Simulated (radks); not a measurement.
The nuclear charge of neutral hafnium is varied continuously with 72 electrons held in [Xe] 4f14 5d2 6s2. All-electron calculation, scalar-relativistic Kohn-Sham, PBE, spin-polarised, spherical densities, finite nucleus; open shells are filled with parallel spins first (spin-orbit coupling, left out, can overturn this in heavy ions); Fermi nuclear charge, rms radius 5.347 fm. Program: a radial shooting solver on a logarithmic mesh with Libxc functionals. By the Hellmann-Feynman theorem dE/dZ = E(electron-nucleus)/Z, the electronic potential at the nucleus (averaged over a nucleus of fixed radius). The scalar-relativistic energy here is not variational (the density holds large components alone), so the two differ by a part that grows with Z.

Z,E (hartree),E(electron-nucleus)/Z (hartree),HOMO,e(HOMO) (eV),<r> HOMO (bohr)
71.8,-14972.3462,-514.318,5d,-1.594,2.641
72,-15076.1807,-516.505,5d,-3.095,2.469
72.2,-15180.4603,-518.691,5d,-4.757,2.337
72.4,-15285.1849,-520.875,5d,-6.560,2.231
72.6,-15390.3545,-523.060,5d,-8.487,2.143
72.8,-15495.9691,-525.245,6s,-10.374,3.116
73,-15602.0290,-527.431,6s,-12.015,3.033

The central difference of E at Z = 72 is -520.285 hartree, to compare with the third column; the second derivative is -11.1 hartree.
